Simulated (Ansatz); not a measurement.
Series SiXY, Y = amino, computed as singlets and as triplets. All species are isolated molecules in the gas phase. One relaxed conformer stands for each flexible species; it need not be the lowest. Strings in code marks are SMILES.

Quantity: adiabatic spin-state energy; case `N[Si][AlH2]`: multiplicity 3 minus multiplicity 1. Reference level: composite: frozen-core CCSD(T) with HF/cc-pVQZ and the correlation energy extrapolated as X^-3 from cc-pVTZ and cc-pVQZ, plus CCSDT(Q) minus CCSD(T) in cc-pVDZ // PBE0-D3(BJ)/def2-TZVP (Ansatz, a quantum-chemistry and plane-wave program), which gives 17.9 kcal/mol and has limits of its own. All levels are single points in Ansatz, each species at its own geometry of the level named after //, DFT without a dispersion term. Costs are rough core-time ratios to PBE, each species on one shared machine, summed over the species compared; in molecules this small the fixed start-up share makes them lower than scaling laws suggest.

Geometry of `N[Si][AlH2]` (neutral, multiplicity 3):

Z-matrix (Å, degrees):
```
Si
N 1 1.7098
H 2 1.0062 1 123.40
H 2 1.0078 3 112.79 1 179.67
Al 1 2.3770 2 123.69 3 -178.31
H 5 1.5815 1 115.60 2 -179.75
H 5 1.5892 6 126.02 1 -179.24
```
Charge 0, spin multiplicity 3.

```csv
level,cost relative to PBE,difference from the reference (kcal/mol)
frozen-core CCSD(T)/6-31g,0.5,-0.11
PBE/cc-pVTZ,1,-4.17
B3LYP/cc-pVTZ,1,-1.56
PBE0/cc-pVTZ,1,-5.29
LC-ωPBE/cc-pVTZ,1,-6.26
frozen-core CCSD(T)/cc-pVDZ,2,+1.32
r2SCAN0/cc-pVTZ,2,-9.27
frozen-core CCSD(T)/cc-pVTZ,10,+0.33
```
